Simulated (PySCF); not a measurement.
# InN: one state, many levels of theory

State: ³Σ⁻ (triplet), unpaired electrons π ↑↑. Set-up: basis In aug-cc-pVDZ-PP with ECP28, N aug-cc-pVDZ; scalar-relativistic core potentials; PySCF 2.14. De refers to In + N in their high-spin ground configurations, without counterpoise correction. The functionals are run spin-unrestricted. A positive dipole means In(−)N(+).

```tsv
Level	Re (Å)	ωe (cm⁻¹)	De (eV)	μ (D)
ROHF	2.211	478	0.198	-2.67
ROHF-MP2	2.232	453	1.42	n/a
ROHF-SCS-MP2	2.240	445	1.43	n/a
ROHF-CCSD	2.249	433	1.37	n/a
ROHF-CCSD(T)	2.258	422	1.48	n/a
LDA	2.227	438	2.46	-2.38
PBE	2.270	414	2.16	-2.61
r²SCAN	2.241	433	1.82	-2.48
M06-L	2.257	424	2.05	-2.62
B3LYP	2.258	425	1.94	-2.81
PBE0	2.237	440	1.85	-2.63
CAM-B3LYP	2.226	449	1.90	-2.77
```

Task: Which functional lies closest to ROHF-CCSD(T) in De, which farthest, and by how much do they differ from it?

Result: Closest is r²SCAN (-1.7 pm in Re, +2.6 % in ωe, +0.34 eV in De against ROHF-CCSD(T) in the same basis), farthest LDA (-3.1 pm in Re, +3.8 % in ωe, +0.98 eV in De). CCSD(T) converges more slowly with the basis than the functionals do and binds too weakly in this one, so the order can change at the basis-set limit.

Task: What does a quarter of exact exchange do here, going from PBE to PBE0?

Result: PBE0 less PBE: -3.3 pm in Re, +6.3 % in ωe, -0.31 eV in De. Exact exchange removes part of the self-interaction that spreads semilocal densities, and in most molecules shortens and stiffens the bond and lowers De; so it does here.

Task: What does the step from GGA to meta-GGA do here, going from PBE to r²SCAN?

Result: r²SCAN less PBE: -2.9 pm in Re, +4.6 % in ωe, -0.34 eV in De. 

Correlated steps freeze 5 core orbitals. Correlated levels converge slowly with the basis: in double zeta they bind strong bonds too weakly, by up to about 1 eV, and carry superposition errors of some tenths. These are scalar-relativistic numbers at best; spin–orbit coupling would shift them, the dissociation energy most. The state was picked by a PBE0 search and need not be the measured ground state.

The whole job (state search and all levels along the bond) took about 2.3 min on 1 thread of Intel Xeon Platinum 8488C (shared host), peak memory 0.74 GiB.
